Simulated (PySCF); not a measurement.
Molfile (atoms numbered from 1):
```
C5H12OSi2
     RDKit          3D

 20 19  0  0  0  0  0  0  0  0999 V2000
   -3.8516    0.1588   -0.6648 C   0  0  0  0  0  0  0  0  0  0  0  0
   -2.7101    0.5642   -0.6496 C   0  0  0  0  0  0  0  0  0  0  0  0
   -1.3372    1.0533   -0.6003 C   0  0  0  0  0  0  0  0  0  0  0  0
   -0.7029    0.9663    0.8010 C   0  0  1  0  0  0  0  0  0  0  0  0
   -0.6598   -0.4664    1.3306 C   0  0  0  0  0  0  0  0  0  0  0  0
    1.0079    1.7574    0.8055 Si  0  0  0  0  0  4  0  0  0  0  0  0
    1.9969    0.9785   -0.2785 O   0  0  0  0  0  0  0  0  0  0  0  0
    2.8473   -0.3821   -0.6811 Si  0  0  0  0  0  4  0  0  0  0  0  0
   -4.8636   -0.2005   -0.6856 H   0  0  0  0  0  0  0  0  0  0  0  0
   -1.3235    2.0969   -0.9603 H   0  0  0  0  0  0  0  0  0  0  0  0
   -0.7252    0.4790   -1.3185 H   0  0  0  0  0  0  0  0  0  0  0  0
   -1.3153    1.5804    1.4886 H   0  0  0  0  0  0  0  0  0  0  0  0
   -1.6672   -0.9118    1.3447 H   0  0  0  0  0  0  0  0  0  0  0  0
   -0.0289   -1.1115    0.6966 H   0  0  0  0  0  0  0  0  0  0  0  0
   -0.2575   -0.5080    2.3544 H   0  0  0  0  0  0  0  0  0  0  0  0
    1.5962    1.6662    2.1784 H   0  0  0  0  0  0  0  0  0  0  0  0
    0.9257    3.1882    0.3880 H   0  0  0  0  0  0  0  0  0  0  0  0
    1.9565   -1.3428   -1.4000 H   0  0  0  0  0  0  0  0  0  0  0  0
    3.3845   -1.0445    0.5469 H   0  0  0  0  0  0  0  0  0  0  0  0
    3.9765    0.0004   -1.5751 H   0  0  0  0  0  0  0  0  0  0  0  0
  1  2  3  0
  2  3  1  0
  3  4  1  0
  4  5  1  0
  4  6  1  0
  6  7  1  0
  7  8  1  0
  1  9  1  0
  3 10  1  0
  3 11  1  0
  4 12  1  1
  5 13  1  0
  5 14  1  0
  5 15  1  0
  6 16  1  0
  6 17  1  0
  8 18  1  0
  8 19  1  0
  8 20  1  0
M  END
```

Geometry: PBE0-D3(BJ)/def2-SVP; GIAO shifts from PySCF 2.14.0 with density-fitted response routines, gas phase, non-relativistic, averaged over equivalent atoms.

At mPW1PW91/pcSseg-1 (210 basis functions, 71 s wall time on 1 thread of an Arm Neoverse N1, shared host):
| atoms | δ (ppm) |
| --- | --- |
| C2 | 86.2 |
| C1 | 75.4 |
| C4 | 23.7 |
| C3 | 21.7 |
| C5 | 14.5 |
| Si6 | -7.6 |
| Si8 | -36.3 |
| O7 | 2.7 |
| H18/H19/H20 | 5.01 |
| H16 | 4.88 |
| H17 | 4.83 |
| H10 | 2.42 |
| H11 | 2.17 |
| H9 | 1.92 |
| H13/H14/H15 | 1.32 |
| H12 | 0.43 |

Chemical shifts δ = σref − σ; ¹³C (183.54 ppm) and ²⁹Si (350.83 ppm) and ¹H (31.32 ppm) against TMS; ¹⁷O (333.30 ppm) vs H2O, all at this level.

**Question.** Predict the values at PBE0/pcSseg-1 on the same geometry.

**Answer.** 
| atoms | δ at PBE0/pcSseg-1 | change |
| --- | --- | --- |
| C2 | 86.7 | +0.5 |
| C1 | 75.8 | +0.4 |
| C4 | 24.0 | +0.3 |
| C3 | 21.8 | +0.1 |
| C5 | 14.5 | +0.0 |
| Si6 | -7.0 | +0.6 |
| Si8 | -36.2 | +0.1 |
| O7 | 3.3 | +0.6 |
| H18/H19/H20 | 5.07 | +0.06 |
| H16 | 4.93 | +0.05 |
| H17 | 4.88 | +0.05 |
| H10 | 2.44 | +0.02 |
| H11 | 2.18 | +0.01 |
| H9 | 1.92 | +0.00 |
| H13/H14/H15 | 1.32 | +0.00 |
| H12 | 0.44 | +0.01 |

Chemical shifts δ = σref − σ; TMS for ¹³C (σref 184.41) and ²⁹Si (σref 351.99) and ¹H (σref 31.27); H2O for ¹⁷O (σref 334.56), all at this level.

The largest change is at O7 (oxygen bonded to 2 Si). Cost: 210 basis functions, 76 s wall time on 1 thread of an Arm Neoverse N1, shared host. The order of the carbon signals is the same at both levels.

Experimental scales use liquid or dissolved standards, which lie at an offset from isolated H2O (liquid H2O: subtract about 36 ppm).
